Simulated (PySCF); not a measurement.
Species: Rh(PH3)4 (doublet state).
Cartesian coordinates in Å at the PBE0-D3(BJ)/def2-SVP level; atoms count from 1:
```xyz
17
H12P4Rh angstrom
Rh    -0.0043   -0.0038    0.0032
P     -0.6839   -0.1286    2.1788
H      0.2657   -0.0003    3.2416
H     -1.3142   -1.2917    2.7209
H     -1.6205    0.7919    2.7437
P      2.0125    0.2449   -1.0359
H      3.2104    0.3870   -0.2659
H      2.2943    1.3493   -1.8989
H      2.5530   -0.7415   -1.9185
P     -0.8885    2.0332   -0.5191
H     -0.1152    3.0734   -1.1221
H     -1.4930    2.8825    0.4592
H     -1.9705    2.1295   -1.4500
P     -0.4439   -2.1544   -0.6195
H     -0.8252   -3.1675    0.3146
H      0.5229   -2.9677   -1.2893
H     -1.4997   -2.4361   -1.5429
```

Level of theory: PySCF 2.14.0, PBE0-D3(BJ)/def2-SVP geometry optimisation, gas phase, def2 core potentials past Kr.

Which atoms are bound to Rh1, and at what distances?

4 atoms: P10 2.281 Å, P14 2.282 Å, P6 2.282 Å, P2 2.283 Å. The nearest atom not counted as bound is H13, at 3.24 Å (others tie with it).

List the angles at Rh1.

```json
{"angle": "P10–Rh1–P14", "degrees": "134.8", "distance of the outer atoms (Å)": "4.21"}
{"angle": "P2–Rh1–P6", "degrees": "134.7", "distance of the outer atoms (Å)": "4.21"}
{"angle": "P2–Rh1–P10", "degrees": "98.7", "distance of the outer atoms (Å)": "3.46"}
{"angle": "P2–Rh1–P14", "degrees": "98.7", "distance of the outer atoms (Å)": "3.46"}
{"angle": "P6–Rh1–P14", "degrees": "98.6", "distance of the outer atoms (Å)": "3.46"}
{"angle": "P6–Rh1–P10", "degrees": "98.1", "distance of the outer atoms (Å)": "3.45"}
```

Describe the arrangement about Rh1 in numbers.

Angles from 98.1° to 134.8°; τ4 = (360° − α − β)/141° = 0.64 with α and β the two widest (0 for a square, 1 for a tetrahedron).

What are the other bond lengths?

P2–H3 and 11 like bonds 1.430 Å.

Charge 0, doublet. ⟨S²⟩ = 0.756 (exact for a doublet: 0.75). Stationary, but not proved a minimum.

For an open-shell metal species like this, the optimisation's SCF solution wasn't tested for stability and no frequencies at its level were run, so a lower state or another shape may exist.
